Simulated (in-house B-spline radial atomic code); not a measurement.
Er3+ is squeezed into an impenetrable sphere of radius R (the orbitals vanish at R). No spin polarisation. Level of theory: scalar-relativistic (X2C) PBE, spherical fractional occupations, Fermi nucleus of rms radius 5.2516 fm; calculated with a B-spline radial code for spherical atoms.

Energies in eV above the free ion in [Xe] 4f11:

| R (bohr) | highest level (eV) | [Xe] 4f11 | [Kr] 4d10 4f11 5s2 5p5 5d1 | [Kr] 4d9 4f11 5s2 5p6 5f1 |
| --- | --- | --- | --- | --- |
| 8.55 | -35.4 | 0 | 30.82 | 195.6 |
| 6.04 | -35.4 | 0.0006381 | 30.84 | 197 |
| 4.62 | -35.4 | 0.05314 | 31.16 | 201 |
| 4.3 | -35.3 | 0.144 | 31.47 | 202.8 |
| 3.39 | -34 | 2.352 | 35.44 | 213.9 |
| 3.08 | -32.5 | 5.99 | 40.47 | 222.9 |
| 2.75 | -29.3 | 16.1 | 52.98 | 241 |
| 2.16 | -14.2 | 94.85 | 140.6 | 346.6 |
| 1.65 | 27.8 | 469.9 | 534.4 | 782.6 |
| 1.51 | 66.7 | 751 | 823.9 | 1097 |

Q: Does [Kr] 4d10 4f11 5s2 5p5 5d1 fall below [Xe] 4f11 under compression?

A: No, it stays above over the whole range.

Q: Does [Kr] 4d9 4f11 5s2 5p6 5f1 fall below [Xe] 4f11 under compression?

A: No, it stays above over the whole range.

The highest level is first positive in the row R = 1.65 bohr, pushed up by confinement above the zero of the free ion's potential. Each configuration is held fixed and needn't be the lowest in the sphere.
